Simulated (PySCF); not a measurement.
**Question.** Write Cartesian coordinates for `C1(CC)CC(=O)C1` as optimised with GFN2-xTB.

**Answer.** 
```xyz
17
C6H10O angstrom
C      2.062    0.816   -0.418
C      1.149   -0.402   -0.326
C     -0.147   -0.081    0.403
C     -1.155    0.800   -0.369
C     -2.184   -0.297   -0.212
O     -3.345   -0.389   -0.484
C     -1.188   -1.221    0.455
H      2.973    0.569   -0.957
H      1.564    1.630   -0.940
H      2.335    1.164    0.576
H      1.666   -1.204    0.206
H      0.919   -0.763   -1.332
H      0.080    0.319    1.393
H     -0.888    0.979   -1.410
H     -1.428    1.750    0.085
H     -1.483   -1.572    1.442
H     -0.937   -2.087   -0.155
```

Any rigid rotation of these coordinates is as good. Atoms count from 1 in this order. The 4-membered ring C3–C4–C5–C7 has internal angles of 88.8° to 92.3° (sum 360°, against 360° for a flat polygon); it is almost planar, 0.03 Å rms from its mean plane, widest ring torsion 4°. Of the pairs four or more bonds apart, C4···H9 is among the closest relative to their van der Waals radii: 2.90 Å, 100 % of the sum of Bondi's values. The C–C distances run from 1.512 Å (C4–C5, drawn single) to 1.545 Å (C3–C4, drawn single), a spread of 0.033 Å.

Bonds between heavy atoms (Å): C1–C2 1.525, C2–C3 1.522, C3–C4 1.545, C4–C5 1.512, C5=O6 1.196, C5–C7 1.513, C3–C7 1.545.

Structure optimised with GFN2-xTB, isolated species.

Point group: C1 (no symmetry element, even within 0.4 Å). Not checked by GFN2-xTB frequencies. One conformer, not necessarily the lowest (C1–C2–C3–C4 72°).

All values are computed, not measured.
